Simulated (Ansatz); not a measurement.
Frontier orbitals of CH3BSe, SMILES `B1C[Se]1`.

Charge 0, multiplicity 1. Correlated methods include outer-core shells of Se, which these sets cover unevenly. Scalar relativity is left out up to krypton. Geometry: relaxed with PBE0-D4/def2-TZVP. Basis def2-TZVPP, Ansatz.

(1) Compute the vertical ionisation energy as the energy of the cation minus that of the neutral molecule, at each level. (An estimate is asked.)

Answers

(1) The calculation gave: 
```tsv
level	IE (eV)	difference from CCSD(T)/def2-TZVPP
PBE-D4/def2-TZVPP	9.47	-0.02
r2SCAN-D4/def2-TZVPP	9.46	-0.04
PBE0-D4/def2-TZVPP	9.46	-0.04
B3LYP-D4/def2-TZVPP	9.51	0.02
ωB97X-V/def2-TZVPP	9.45	-0.05
ωB97M-V/def2-TZVPP	9.41	-0.08
B2PLYP/def2-TZVPP	9.47	-0.03
HF/def2-TZVPP	8.27	-1.23
MP2/def2-TZVPP	9.61	0.12
CCSD/def2-TZVPP	9.39	-0.11
CCSD(T)/def2-TZVPP	9.50	0.00
HF/def2-QZVPP	8.26	-1.24
MP2/def2-QZVPP	9.71	0.21
```

B3LYP here is the variant with VWN-RPA as its local correlation; programs differ in this.
